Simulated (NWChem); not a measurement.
# C₃H₃Cl₂F; SMILES CC(F)=C(Cl)Cl

All runs: NWChem. Medium grid unless said otherwise, to which SCAN and Minnesota functionals are sensitive. All runs use the structure optimised with PBE0/def2-SVP.

**Question.** Order these by “dipole (D)”, lowest first: LRC-wPBEh/def2-SVP; B3LYP/def2-SVP; LC-wPBE (HJS exchange hole, range parameter 0.4 per bohr)/def2-SVP; PW91/def2-SVP.

**Answer.** PW91/def2-SVP (1.71), B3LYP/def2-SVP (1.80), LRC-wPBEh/def2-SVP (1.98), LC-wPBE (HJS exchange hole, range parameter 0.4 per bohr)/def2-SVP (2.07)
